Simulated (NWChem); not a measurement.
**Correlation energy of hydrogen bromide (HBr)**

SMILES: Br
```xyz
2

Br     0.0000     0.0000     0.0395
H      0.0000     0.0000    -1.3829
```
Charge 0, spin multiplicity 1.

Everything below was run with NWChem. The geometry was optimised at PBE0/def2-SVP, a minimum by its harmonic frequencies.

Basis set: def2-TZVP. Each correlation energy counts from its own Hartree-Fock reference.

The Hamiltonian is non-relativistic. The correlated methods keep 9 core orbitals frozen. Coupled-cluster values serve here as a point of comparison, not as the truth.

Order these methods by the correlation energy they give, lowest first: MP2, SCS-MP2, CR-CCSD[T], CCSD.

CR-CCSD[T] (-302.0 mHa), CCSD (-294.5 mHa), MP2 (-284.0 mHa), SCS-MP2 (-268.8 mHa)
